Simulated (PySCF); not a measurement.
Computed shifts of a molecule C₅H₉N, B3LYP/pcSseg-1 (PySCF), GIAO, gas phase, equivalent atoms averaged, in ppm (number of nuclei): ¹³C: 227.0 (1), 99.5 (1), 80.1 (1), 58.9 (1), 41.2 (1). ¹⁵N: 54.8 (1). ¹H: 5.77 (1), 5.11 (2), 3.34 (2), 2.80 (3), -0.17 (1). References: ¹³C against TMS (σ = 181.3 ppm); ¹⁵N against NH3 (σ = 265.5 ppm); ¹H against TMS (σ = 31.68 ppm), references at their B3LYP-D3(BJ)/def2-TZVP geometries, non-relativistic. Geometry optimised at PBE0-D3(BJ)/def2-SVP. The values are those of a single conformer.

Task: Pick the molecule that these values belong to.
A) C=C=CCNC
B) C=C1CN[C@@H]1C
C) CCC=C=CN
D) C=C=C[C@@H](C)N

Result: A, C=C=CCNC
